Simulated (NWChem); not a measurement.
System: GeSiH5 cation

NWChem input:

```
start job
memory heap 200 mb stack 900 mb global 1100 mb
charge 1
geometry units angstroms noautosym nocenter noautoz
  Si     0.008443     1.586084    -0.032717
  Ge     0.000309    -0.828615    -0.014315
  H     -1.059828     1.966540    -0.988675
  H      1.394526     1.959207    -0.406812
  H     -0.329174     1.835817     1.397960
  H     -1.242399    -1.691523    -0.286608
  H      1.222688    -1.691518     0.338315
end
basis spherical
  Si library pcsseg-1
  Ge library pcsseg-1
  H library pcsseg-1
end
dft
  xc xpbe96 cpbe96
  iterations 150
end
property
  shielding 6 1 2 3 5 6 7
end
task dft property
```

All runs use the structure optimised with PBE0/def2-SVP.

GIAO values for the isolated, static molecule; σ is the absolute isotropic shielding, δ = σ(reference) − σ with the isolated reference molecule computed at the same levels (1H: tetramethylsilane, 29Si: tetramethylsilane).

Atoms are numbered as in the input.

Task: Give the results of this calculation. (PBE/pcSseg-1, GIAO.) Quantities: δ Si1 (ppm); σ Ge2 (ppm); δ H3 (rotor mean) (ppm); δ H6 (ppm); δ H7 (ppm).

Result: 
```json
{
 "δ Si1 (ppm)": "-57.5",
 "σ Ge2 (ppm)": "5.4",
 "δ H3 (rotor mean) (ppm)": "5.22",
 "δ H6 (ppm)": "10.77",
 "δ H7 (ppm)": "10.77"
}
```
